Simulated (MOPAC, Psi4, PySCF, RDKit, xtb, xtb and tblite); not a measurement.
Two geometries of SMILES CC[SiH2][SiH2]Cl (C₂H₉ClSi₂), relaxed at GFN2-xTB with one dihedral held; other torsions can differ between them too.

Structure A

```
14

C     -1.6353     0.7996     0.5168
C     -1.1584    -0.6489     0.5118
Si     0.2927    -0.9403    -0.6922
Si     2.0906     0.4436    -0.2178
Cl     2.1797     0.8866     1.7648
H     -2.4741     0.9299     1.1991
H     -1.9578     1.1030    -0.4774
H     -0.8366     1.4672     0.8348
H     -0.8561    -0.9251     1.5240
H     -1.9953    -1.3000     0.2521
H      0.6432    -2.3672    -0.6281
H     -0.1863    -0.6899    -2.0602
H      3.3944    -0.1414    -0.5392
H      2.0523     1.7453    -0.8907
```

Structure B

```
14

C     -1.6499     0.7879     0.4919
C     -1.1387    -0.6474     0.5297
Si     0.2951    -0.9631    -0.6863
Si     2.0732     0.4366    -0.1850
Cl     3.5931     0.0913    -1.4860
H     -2.4802     0.9235     1.1836
H     -1.9982     1.0440    -0.5064
H     -0.8622     1.4865     0.7678
H     -0.8226    -0.8859     1.5470
H     -1.9635    -1.3233     0.3006
H      0.6423    -2.3902    -0.5924
H     -0.2240    -0.7590    -2.0489
H      1.7962     1.8722    -0.2989
H      2.6490     0.2484     1.1503
```

Question: Which is lower in energy at the level wB97X-D/def2-TZVP // GFN2-xTB in Psi4, and by how much?

Answer: A is lower, by 0.67 kcal/mol (dihedral C2–Si3–Si4–Cl5: 30° in A, 180° in B).

E(B) − E(A) in kcal/mol at the other levels, on the same two geometries: GFN2-xTB (xtb and tblite) -0.38; MMFF94 // GFN2-xTB (RDKit) -0.17; PBE/def2-TZVP // GFN2-xTB (Psi4) 0.50; PBE-D3(BJ)/def2-TZVP // GFN2-xTB (Psi4) 0.79; UFF // GFN2-xTB (RDKit) -0.11; PM7, restricted, heats of formation // GFN2-xTB (MOPAC) 1.08; PM6, restricted, heats of formation // GFN2-xTB (MOPAC) 0.40; GFN1-xTB // GFN2-xTB (xtb) -0.08; restricted B3LYP/6-31G*, spherical d, density fitting // GFN2-xTB (PySCF) 0.36; restricted M06-2X/6-31G*, spherical d, density fitting // GFN2-xTB (PySCF) 0.90; restricted Hartree-Fock/3-21G // GFN2-xTB (PySCF) 0.69; restricted Hartree-Fock/STO-3G // GFN2-xTB (PySCF) 0.59.
